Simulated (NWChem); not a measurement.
System: BeHOF; SMILES [Be]([OH])[F]

NWChem input:

```
start job
memory heap 200 mb stack 900 mb global 1100 mb
geometry units angstroms noautoz
  Be    -0.000405     0.000392     0.010705
  F      0.015632    -0.015260     1.409131
  O     -0.065728     0.064182    -1.396373
  H      0.311163    -0.303842    -2.200719
end
basis spherical
  Be library cc-pvdz
  F library cc-pvdz
  O library cc-pvdz
  H library cc-pvdz
end
dft
  xc b3lyp
  iterations 150
  mulliken
end
task dft energy
```

Output (shortened):

```
             Northwest Computational Chemistry Package (NWChem) 7.3.0
             --------------------------------------------------------

 CS  symmetry detected

                             Geometry "geometry" -> ""
                             -------------------------

 Output coordinates in angstroms (scale by  1.889725989 to convert to a.u.)

  No.       Tag          Charge          X              Y              Z
 ---- ---------------- ---------- -------------- -------------- --------------
    1 Be                   4.0000     0.00330776    -0.04018824     0.00000000
    2 F                    9.0000    -0.00674951    -1.43875762     0.00000000
    3 O                    8.0000    -0.05530954     1.36862997     0.00000000
    4 H                    1.0000     0.48999085     2.16053178     0.00000000

 Effective nuclear repulsion energy (a.u.)      45.8528361613

      Symmetry information
      --------------------

 Group name             Cs
 Group number              2
 Group order               2
 No. of unique centers     4

                                 NWChem DFT Module
                                 -----------------

 Summary of "ao basis" -> "ao basis" (spherical)
 ------------------------------------------------------------------------------
       Tag                 Description            Shells   Functions and Types
 ---------------- ------------------------------  ------  ---------------------
 Be                         cc-pvdz                  6       14   3s2p1d
 F                          cc-pvdz                  6       14   3s2p1d
 O                          cc-pvdz                  6       14   3s2p1d
 H                          cc-pvdz                  3        5   2s1p

      Symmetry analysis of basis
      --------------------------

        a'         34
        a"         13

            General Information
            -------------------
          SCF calculation type: DFT
          Wavefunction type:  closed shell.
          No. of atoms     :     4
          No. of electrons :    22
           Alpha electrons :    11
            Beta electrons :    11
          Charge           :     0
          Spin multiplicity:     1
          Use of symmetry is: on ; symmetry adaption is: on
          Maximum number of iterations: 150
          AO basis - number of functions:    47
                     number of shells:    21
          Convergence on energy requested:  1.00D-06
          Convergence on density requested:  1.00D-05
          Convergence on gradient requested:  5.00D-04

              XC Information
              --------------
                         B3LYP Method XC Potential
                     Hartree-Fock (Exact) Exchange  0.200
                        Slater Exchange Functional  0.800 local
                    Becke 1988 Exchange Functional  0.720 non-local
              Lee-Yang-Parr Correlation Functional  0.810
                  VWN I RPA Correlation Functional  0.190 local

             Grid Information
             ----------------
          Grid used for XC integration:  medium
          Radial quadrature: Mura-Knowles
          Angular quadrature: Lebedev.
          Tag              B.-S. Rad. Rad. Pts. Rad. Cut. Ang. Pts.
          ---              ---------- --------- --------- ---------
          Be                  1.05       49           8.0       434
          F                   0.50       49          10.0       434
          O                   0.60       49           7.0       434
          H                   0.35       45           9.0       434
          Grid pruning is: on
          Number of quadrature shells:   192
          Spatial weights used:  Erf1

      Superposition of Atomic Density Guess
      -------------------------------------

 Sum of atomic energies:        -189.21915392

      Non-variational initial energy
      ------------------------------

 Total energy =    -189.591682
 1-e energy   =    -351.975026
 2-e energy   =     116.530508
 HOMO         =      -0.515314
 LUMO         =      -0.056836

      Symmetry analysis of molecular orbitals - initial
      -------------------------------------------------

  Numbering of irreducible representations:

     1 a'          2 a"

  Orbital symmetries:

     1 a'          2 a'          3 a'          4 a'          5 a'
     6 a'          7 a'          8 a"          9 a'         10 a'
    11 a"         12 a'         13 a'         14 a"         15 a'
    16 a'         17 a"         18 a'         19 a'         20 a'
    21 a"

     ---------------------------------------------
      Total Density - Mulliken Population Analysis
     ---------------------------------------------

    Atom       Charge   Shell Charges
 -----------   ------   -------------------------------------------------------
    1 Be   4     3.09   2.01  0.33  0.07  0.50  0.06  0.13
    2 F    9     9.60   2.00  0.91  1.00  3.56  2.12  0.00
    3 O    8     8.63   2.00  0.87  0.77  3.18  1.82  0.00
    4 H    1     0.67   0.53  0.07  0.07

   convergence    iter        energy       DeltaE   RMS-Dens  Diis-err
 ---------------- ----- ----------------- --------- --------- ---------
 d= 0,ls=0.0,diis     1   -190.4726300114 -2.36D+02  2.33D-02  8.42D-01
 d= 0,ls=0.0,diis     2   -190.3801339518  9.25D-02  1.17D-02  2.14D+00
 d= 0,ls=0.0,diis     3   -190.5667875774 -1.87D-01  9.02D-04  6.50D-03
 d= 0,ls=0.0,diis     4   -190.5673537528 -5.66D-04  3.28D-04  6.19D-04
 d= 0,ls=0.0,diis     5   -190.5673827160 -2.90D-05  1.50D-04  3.58D-04
  Resetting Diis
 d= 0,ls=0.0,diis     6   -190.5674130772 -3.04D-05  1.50D-05  1.80D-06
 d= 0,ls=0.0,diis     7   -190.5674132465 -1.69D-07  5.18D-06  5.10D-08

         Total DFT energy =     -190.567413246494
      One electron energy =     -354.990052486988
           Coulomb energy =      141.004890098050
    Exchange-Corr. energy =      -22.435087018833
 Nuclear repulsion energy =       45.852836161276

 Numeric. integr. density =       22.000002380716

                  Occupations of the irreducible representations
                  ----------------------------------------------

                     irrep           alpha         beta
                     --------     --------     --------
                     a'                9.0          9.0
                     a"                2.0          2.0

                       DFT Final Molecular Orbital Analysis
                       ------------------------------------

 Vector    9  Occ=2.000000D+00  E=-4.020078D-01  Symmetry=a'
              MO Center=  1.0D-03, -1.3D+00, -2.0D-16, r^2= 8.4D-01
   Bfn.  Coefficient  Atom+Function         Bfn.  Coefficient  Atom+Function
  ----- ------------  ---------------      ----- ------------  ---------------
    18      0.626344  2 F  px                21      0.410353  2 F  px
     4      0.152501  1 Be px                32      0.085100  3 O  px
    35      0.065756  3 O  px                 7      0.059750  1 Be px
    33     -0.057194  3 O  py                10     -0.050367  1 Be d -2
     2      0.029539  1 Be s                  5      0.027872  1 Be py

 Vector   10  Occ=2.000000D+00  E=-3.395071D-01  Symmetry=a'
              MO Center= -6.6D-02,  1.2D+00, -1.5D-15, r^2= 1.0D+00
   Bfn.  Coefficient  Atom+Function         Bfn.  Coefficient  Atom+Function
  ----- ------------  ---------------      ----- ------------  ---------------
    32      0.538627  3 O  px                35      0.365290  3 O  px
    33     -0.241337  3 O  py                36     -0.173777  3 O  py
    18     -0.149144  2 F  px                31     -0.146589  3 O  s
     5      0.102288  1 Be py                 4      0.101652  1 Be px
    21     -0.099237  2 F  px                 2      0.066486  1 Be s

 Vector   11  Occ=2.000000D+00  E=-3.289096D-01  Symmetry=a"
              MO Center= -3.8D-02,  1.2D+00,  7.0D-16, r^2= 1.1D+00
   Bfn.  Coefficient  Atom+Function         Bfn.  Coefficient  Atom+Function
  ----- ------------  ---------------      ----- ------------  ---------------
    34      0.596548  3 O  pz                37      0.421938  3 O  pz
    20     -0.152869  2 F  pz                 6      0.122130  1 Be pz
    23     -0.104894  2 F  pz                11      0.058604  1 Be d -1
     9      0.056287  1 Be pz                47      0.031000  4 H  pz

 Vector   12  Occ=0.000000D+00  E=-7.378648D-03  Symmetry=a'
              MO Center=  2.1D-01,  2.7D-01,  1.1D-14, r^2= 4.5D+00
   Bfn.  Coefficient  Atom+Function         Bfn.  Coefficient  Atom+Function
  ----- ------------  ---------------      ----- ------------  ---------------
     3      1.092141  1 Be s                 31     -0.504963  3 O  s
    17     -0.261216  2 F  s                 44      0.250185  4 H  s
     1     -0.124285  1 Be s                 30     -0.124716  3 O  s
    19     -0.118730  2 F  py                22     -0.087572  2 F  py
    43      0.087843  4 H  s                 16     -0.082902  2 F  s

 Vector   13  Occ=0.000000D+00  E= 4.728486D-02  Symmetry=a'
              MO Center=  1.1D-02, -4.3D-03,  2.4D-15, r^2= 4.4D+00
   Bfn.  Coefficient  Atom+Function         Bfn.  Coefficient  Atom+Function
  ----- ------------  ---------------      ----- ------------  ---------------
     7      0.788926  1 Be px                 4      0.384830  1 Be px
    44     -0.297985  4 H  s                 18     -0.213072  2 F  px
    21     -0.200398  2 F  px                35     -0.184950  3 O  px
    32     -0.176628  3 O  px                31      0.152703  3 O  s
    36      0.135270  3 O  py                43     -0.132323  4 H  s

[...]
```

Level: B3LYP/cc-pVDZ. Geometry: optimised at PBE-D3(BJ)/def2-SVP.
